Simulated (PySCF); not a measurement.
# Tm(NH2)3 at several levels of theory

Computed with PySCF 2.14.0 (density fitting, no spin-orbit coupling) at the geometry relaxed with PBE0:

```xyz
10
Tm(NH2)3 (singlet in the valence; each metal's 4f electrons, 12 of them, lie in its core potential, out of spins and levels)
Tm   -0.0089    0.0000    0.0000
N     2.1326    0.0000    0.0019
H     2.7517   -0.8058    0.0922
H     2.7519    0.8058   -0.0873
N    -1.0704    1.8467   -0.2267
H    -2.0800    1.9940   -0.2350
H    -0.6626    2.7749   -0.3415
N    -1.0708   -1.8467    0.2248
H    -0.6632   -2.7749    0.3404
H    -2.0804   -1.9940    0.2313
```

```json
{"level": "PBE0", "basis": "Tm lcecp-1-SVP with ECP58, N def2-SVP, H def2-SVP", "state": "singlet", "HOMO (eV)": "-6.11", "gap (eV)": "5.06", "charge on Tm1 (e)": "0.89", "population of f-type functions on Tm1 (polarisation alone where 4f lies in the core)": "0.05", "dipole about the centre of mass (D)": "0.00", "largest force component (eV/Å)": "0.01"}
{"level": "r2SCAN", "basis": "the same", "state": "singlet", "HOMO (eV)": "-5.02", "gap (eV)": "3.64", "charge on Tm1 (e)": "0.86", "population of f-type functions on Tm1 (polarisation alone where 4f lies in the core)": "0.04", "dipole about the centre of mass (D)": "0.01", "largest force component (eV/Å)": "0.10"}
{"level": "PBE0", "basis": "Tm lcecp-1-TZVP with ECP58, N def2-TZVP, H def2-TZVP", "state": "singlet", "HOMO (eV)": "-6.29", "gap (eV)": "5.15", "charge on Tm1 (e)": "1.56", "population of f-type functions on Tm1 (polarisation alone where 4f lies in the core)": "0.05", "dipole about the centre of mass (D)": "0.00", "largest force component (eV/Å)": "0.44"}
```

In the lcecp rows the 4f levels are missing from HOMO and gap, and the state counts the valence alone.

Charges are Mulliken's, which hang on the basis. The relaxation used the grid (50, 194), these runs (75, 302) or, all-electron (x2c bases, spin-free X2C Hamiltonian), (99, 590).

(1) What does TPSSh with Tm lcecp-1-SVP with ECP58, N def2-SVP, H def2-SVP give here?

An lcecp potential fixes the number of 4f electrons, so in runs with it no electron can move into or out of that shell.

## Answers

(1) state singlet, HOMO (eV) -5.33, gap (eV) 4.09, charge on Tm1 (e) 0.88, population of f-type functions on Tm1 (polarisation alone where 4f lies in the core) 0.04, dipole about the centre of mass (D) 0.00, largest force component (eV/Å) 0.17. Time: 11 s on 2 threads of Arm Neoverse V2 (shared host), from an already converged density.
